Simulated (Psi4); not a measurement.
Psi4 input (wB97X-D/6-311+G**):

```
memory 1500 MB

molecule {
0 2
Al   -0.00000000   -0.00000000   -1.12859000
S     0.00000000    0.00000000    0.91698000
symmetry c1
no_reorient
no_com
}

set {
  basis 6-311+G**
  reference uks
  scf_type pk
  dft_radial_points 99
  dft_spherical_points 590
  e_convergence 1e-8
  d_convergence 1e-7
  maxiter 150
}

e = energy('wb97x-d')
print_out(f'\nFINAL {e:.10f} DIPOLE {variable("CURRENT DIPOLE")[0]:.6f} {variable("CURRENT DIPOLE")[1]:.6f} {variable("CURRENT DIPOLE")[2]:.6f}\n')
```

From the output:

```
    Beta Virtual:

      15A     -0.114049    16A      0.002149    17A      0.002149
      18A      0.059485    19A      0.067349    20A      0.081001
      21A      0.081001    22A      0.120445    23A      0.136235
      24A      0.136235    25A      0.141728    26A      0.194839
      27A      0.254865    28A      0.254865    29A      0.281964
      30A      0.365770    31A      0.404583    32A      0.436697
      33A      0.436697    34A      0.515354    35A      0.515354
      36A      0.527001    37A      0.527002    38A      0.685139
      39A      0.825334    40A      0.825334    41A      0.828972
      42A      0.870251    43A      0.908940    44A      0.908941
      45A      1.034021    46A      1.034021    47A      1.325698
      48A      1.811852    49A      1.811852    50A      1.939309
      51A      4.272799    52A      7.846198    53A      8.034841
      54A      8.034841    55A      8.195429    56A     17.477816
      57A     17.477816    58A     17.548384    59A    120.278742
      60A    189.122614

    Final Occupation by Irrep:
              A
    DOCC [    14 ]
    SOCC [     1 ]
    NA   [    15 ]
    NB   [    14 ]

  @UKS Final Energy:  -640.60951333634682

   => Energetics <=

    Nuclear Repulsion Energy =             53.8084053928049428
    One-Electron Energy =                -994.7100218690569591
    Two-Electron Energy =                 332.5626546179933598
    DFT Exchange-Correlation Energy =     -32.2705315277446516
    Empirical Dispersion Energy =          -0.0000199503435786
    VV10 Nonlocal Energy =                  0.0000000000000000
    Total Energy =                       -640.6095133363469358

  UHF NO Occupations:
  HONO-2 :   13  A 1.9998480
  HONO-1 :   14  A 1.9969552
  HONO-0 :   15  A 1.0000000
  LUNO+0 :   16  A 0.0030448
  LUNO+1 :   17  A 0.0001520
  LUNO+2 :   18  A 0.0000640
  LUNO+3 :   19  A 0.0000640

Computation Completed

Properties will be evaluated at   0.000000,   0.000000,   0.000000 [a0]

Properties computed using the SCF density matrix

 Multipole Moments:

 ------------------------------------------------------------------------------------
     Multipole            Electronic (a.u.)      Nuclear  (a.u.)        Total (a.u.)
 ------------------------------------------------------------------------------------

 L = 1.  Multiply by 2.5417464519 to convert [e a0] to [Debye]
 Dipole X            :          0.0000000            0.0000000            0.0000000
 Dipole Y            :         -0.0000000            0.0000000           -0.0000000
 Dipole Z            :         -1.6778813            0.0000189           -1.6778624
 Magnitude           :                                                    1.6778624

 ------------------------------------------------------------------------------------

FINAL -640.6095133363 DIPOLE 0.000000 -0.000000 -1.677862

*** Psi4 exiting successfully. Buy a developer a beer!
```

The geometry given is a B3LYP-D3(BJ)/def2-TZVP minimum.
